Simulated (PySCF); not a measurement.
A PySCF script (with the pyscf-properties extension) for the NMR shieldings of SMILES CCC[P@](=O)([O-])C(F)(F)F, [C4H7F3O2P]-, on a GFN2-xTB geometry:

```python
import basis_set_exchange as bse
import numpy as np
from pyscf import gto, dft
from pyscf.prop import nmr

atoms = """
C    -2.556309    0.780756    0.448908
C    -1.410496   -0.206163    0.639843
C    -0.084599    0.319860    0.121751
P     1.147851   -1.033629    0.454351
O     0.910744   -2.211488   -0.411181
O     1.409554   -1.188327    1.903678
C     2.661068   -0.110240   -0.279588
F     3.771930   -0.863567   -0.184185
F     2.552665    0.210646   -1.589517
F     2.964030    1.060088    0.328097
H    -2.349074    1.711491    0.975695
H    -2.687014    1.009318   -0.608113
H    -3.490092    0.369556    0.830669
H    -1.630333   -1.142702    0.120518
H    -1.290924   -0.445548    1.699808
H     0.209516    1.229315    0.648388
H    -0.135516    0.522663   -0.949359
"""
names = dict.fromkeys(["C", "P", "O", "F", "H"], "pcSseg-1")
basis = {el: gto.basis.parse(bse.get_basis(n, elements=[el], fmt="nwchem")) for el, n in names.items()}
mol = gto.M(atom=atoms, basis=basis, charge=-1, verbose=0)
mf = dft.RKS(mol, xc="PBE0")
mf.grids.level = 2
mf.grids.alignment = dft.numint.BLKSIZE   # the property module wants whole blocks of grid points
mf.conv_tol = 1e-9
mf.kernel()

calc = nmr.RKS(mf)   # GIAO
C = mf.mo_coeff
Co = C[:, mf.mo_occ > 0]
resp = mf.gen_response(singlet=True, hermi=2)
def vind(x):   # induced exchange potential for any number of trial vectors
    d = np.einsum("pi,xij,qj->xpq", C, 2 * x.reshape(-1, C.shape[1], Co.shape[1]), Co, optimize=True)
    return np.einsum("xpq,pi,qj->xij", resp(d - d.transpose(0, 2, 1)), C, Co, optimize=True).ravel()
mo1, _ = nmr.rhf.solve_mo1(calc, with_cphf=vind)
sigma = calc.kernel(mo1)
for i, s in enumerate(sigma):   # ppm
    print("%2d %-2s %9.2f" % (i, mol.atom_pure_symbol(i), np.trace(s) / 3))
```

Q: Give the expected output.

A: 
```
 0 C     166.28
 1 C     169.10
 2 C     149.61
 3 P     323.52
 4 O     197.17
 5 O     197.15
 6 C      50.96
 7 F     275.48
 8 F     270.73
 9 F     270.72
10 H      31.03
11 H      31.03
12 H      30.64
13 H      29.95
14 H      29.95
15 H      30.62
16 H      30.62
```

These numbers come from an equivalent density-fitted implementation of the same equations, which agrees with the script to about 0.01 ppm for H and up to a few tenths of a ppm for heavy atoms, so last digits may differ.

Q: Turn these shieldings into chemical shifts. Referencing at the same level of theory: ¹³C (186.93 ppm), ¹H (31.72 ppm) vs TMS; ³¹P (318.38 ppm) vs H3PO4; H2O for ¹⁷O (336.08 ppm); ¹⁹F (170.95 ppm) against CFCl3.

A: Averaging equivalent atoms: C 6: 136.0; C 2: 37.3; C 0: 20.6; C 1: 17.8; P 3: -5.1; O 5: 138.9; O 4: 138.9; F 7/8/9: -101.4; H 13: 1.77; H 14: 1.77; H 15: 1.10; H 16: 1.09; H 10/11/12: 0.82 ppm. Unscaled 19F shifts against computed CFCl3 carry errors that often reach 10 to 50 ppm. Experimental scales use liquid or dissolved standards, which lie at an offset from isolated H2O (liquid H2O: subtract about 36 ppm) and H3PO4.

Size and cost of the density-fitted run: 212 basis functions, of the order of 110 core-seconds.
